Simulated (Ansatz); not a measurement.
`N/C=C/CBr` and `CC/C=C/N` differ in one atom or group.

Ansatz, PBE0-D4/def2-TZVP geometries, multiplicity 1. Each molecule was computed in one conformer, which needn't be the lowest.

Scalar relativity is left out up to krypton. Spin–orbit coupling is left out; it splits and shifts lone-pair levels of the heavy atoms by tenths of an eV.

| property | `N/C=C/CBr` |
| --- | --- |
| HOMO–LUMO gap (B3LYP/def2-TZVPP) / eV | 5.47 |
| LUMO energy (PBE/def2-TZVPP) / eV | -1.22 |
| LUMO energy (B3LYP/def2-TZVPP) / eV | -0.53 |
| size of the dipole moment (ωB97M-V/def2-TZVPP) / D | 3.55 |
| HOMO–LUMO gap (PBE/def2-TZVPP) / eV | 3.90 |
| HOMO–LUMO gap (PBE0/def2-TZVPP) / eV | 5.91 |

Question: Give the same properties after the change, and the shifts. (Best estimate.)

Answer: Computed: 
```tsv
property	`CC/C=C/N`	shift
HOMO–LUMO gap (B3LYP/def2-TZVPP) / eV	6.32	0.85
LUMO energy (PBE/def2-TZVPP) / eV	0.12	1.34
LUMO energy (B3LYP/def2-TZVPP) / eV	0.78	1.31
size of the dipole moment (ωB97M-V/def2-TZVPP) / D	1.39	-2.16
HOMO–LUMO gap (PBE/def2-TZVPP) / eV	4.72	0.82
HOMO–LUMO gap (PBE0/def2-TZVPP) / eV	6.82	0.91
```

With PBE0 the HOMO rises by 0.47 eV and the LUMO rises by 1.37 eV, so the gap widens by about 0.90 eV. PBE moves the HOMO by 0.52 eV and ωB97M-V by 0.36 eV. Dipoles are sizes alone; their direction can turn.

B3LYP here is the variant with VWN-RPA as its local correlation; programs differ in this.
